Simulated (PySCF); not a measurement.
Unknowns

Computed data (PySCF 2.14.0 with density-fitted response routines): geometry from PBE0-D3(BJ)/def2-SVP, J: B3LYP/pcJ-1 (spin–dipole term left out of most H,H and C,H couplings), NMR shieldings at PBE0/pcSseg-1/GIAO. Gas phase, single conformer, one averaged value for each set of equivalent atoms, no relativistic terms.

Shifts are taken against calculated references (same method and geometry level): TMS for ¹H (σ = 31.27 ppm) and ¹³C (σ = 184.41 ppm). Multiplet labels drop J under 1 Hz and among equivalent protons, and merge close values. Unscaled 3J(H,H) run several per cent high. Couplings to H on boron are left out. Carbons bonded to boron are broad in practice. Shifts are as computed. Against solution values, carbons near 30 ppm lie about +2 ppm off and those near 130 ppm about +5 ppm. Of 1313 compounds with measured shifts, 239 miss one by over three times the rms of a fit or turn the order of signals round; such compounds aren't used in these exercises. OH and NH positions are gas-phase values without hydrogen bonding to other molecules.

Question: C4H9BO3. ¹H NMR (600 MHz, computed): δ 3.61 (s, 3H), 3.19 (tt, J = 8.3, 4.5 Hz, 1H), 2.77 (br s, 1H), 1.36 (m, 2H), 0.29 (m, 2H). ¹³C{¹H} NMR (computed): δ 51.6 (CH3), 50.7 (CH), 6.4 (CH2). Identify the compound.

Answer: `COB(O)OC1CC1`. 3 carbon signals for 4 carbons: some carbons are equivalent by symmetry or fast rotation. Carbon types of the structure: 1 × CH, 2 × CH2, 1 × CH3, leaving 1 H on heteroatoms. δC 51.6: methyl carbon bonded to O; pulled downfield by the heteroatom. δH 3.61: hydrogen on a methyl carbon bonded to O; its carbon carries O, which withdraws density. δH 3.19, 1.36, 0.29: hydrogen on a three-membered-ring carbon. δH 2.77: hydrogen on an oxygen bonded to B; labile proton, position sensitive to the medium.

This is the structure that produced the data.

Question: C4H9BO3. ¹H NMR (400 MHz, computed): δ 4.58 (m, 1H), 4.27 (m, 1H), 4.16 (br, 1H), 3.74 (m, 1H), 3.48 (s, 3H), 1.69 (m, 1H), 1.60 (m, 1H). ¹³C{¹H} NMR (computed): δ 94.5 (CH), 57.9 (CH2), 55.5 (CH3), 34.4 (CH2). Identify the compound.

Answer: `CO[C@H]1CCOBO1`. 4 carbon signals for 4 carbons: no two carbons are equivalent. Carbon types of the structure: 1 × CH, 2 × CH2, 1 × CH3, leaving 1 H on heteroatoms. δC 94.5: sp3 carbon bearing two oxygens; 2 electronegative neighbours deshield it. δC 57.9: sp3 CH2 bonded to O; the inductive effect lowers its shielding. δH 4.58: hydrogen on an sp3 carbon bearing two oxygens; its carbon carries O, an electronegative neighbour. δH 4.27, 3.74: hydrogen on an sp3 CH2 bonded to O; its carbon carries O, an electronegative neighbour.

This is the structure that produced the data.
